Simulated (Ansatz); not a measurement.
Cartesian coordinates in Å:
```
N -0.352 -0.128 -1.262
Si -1.356 -0.126 0.285
Ge 0.480 0.523 1.663
Al 1.559 -0.175 -0.503
H -0.466 0.731 -1.793
H -0.568 -0.891 -1.896
H -2.566 0.696 -0.003
H -1.783 -1.547 0.401
H 0.449 -0.296 2.965
H 0.295 2.005 2.045
H 2.354 0.926 -1.338
H 1.956 -1.717 -0.564
```

Total charge 0; spin multiplicity 1. The bonds changed during the relaxation, so this is another structure than the one it started from.

(1) List the B3LYP/def2-TZVPP orbital energies in eV (Ansatz 0.2.0). (An estimate is asked.)

## Answers

(1) Computed: Occupied: -10849.47, -1799.64, -1523.77, -1353.90, -1204.81, -1204.79, -1204.77, -390.83, -168.38, -144.14, -118.67, -118.62, -118.57, -111.73, -99.50, -99.43, -99.41, -72.40, -72.34, -72.28, -32.22, -32.20, -32.14, -32.13, -32.09, -24.86, -15.87, -14.81, -13.89, -12.69, -10.99, -9.97, -9.17, -9.00, -8.19, -7.74, -6.34. Lowest empty: -1.13, -0.40, 0.23, 0.28, 0.88, 1.17, 1.48, 1.56.

B3LYP here is the variant with VWN-RPA as its local correlation; programs differ in this.
